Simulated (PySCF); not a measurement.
Pb(I)(SH) (HIPbS), SMILES [Pb]([SH])[I] (connectivity only; charge and spin as stated), neutral, multiplicity 1. Heavy atoms are numbered as in [Pb:1]([I:2])[SH:3]. Hydrogens are named by the atom that carries them.

Geometry: r2SCAN-D4/def2-SVP. The def2 effective core potentials stand for the cores of I, Pb; spin–orbit coupling is left out. One conformer was computed; it need not be the lowest.

Level of theory: PySCF with ωB97X/def2-TZVPD.

Mulliken values depend strongly on the basis, most of all with diffuse functions as here. ESP charges are fitted to the potential on shells at 1.4 to 2.0 van der Waals radii. Atomic charges (e), one atom of each kind:

```
atom     ESP fit  Mulliken
-------  -------  --------
Pb1          [?]      0.68
I2           [?]     -0.33
S3 (SH)      [?]     -0.50
H on S3      [?]      0.15
```

Question: Complete the blanks. (The exact figures need the calculation; the answer reports its results.)

Answer: 
- Pb1, ESP fit: 0.45
- I2, ESP fit: -0.24
- S3 (SH), ESP fit: -0.36
- H on S3, ESP fit: 0.15
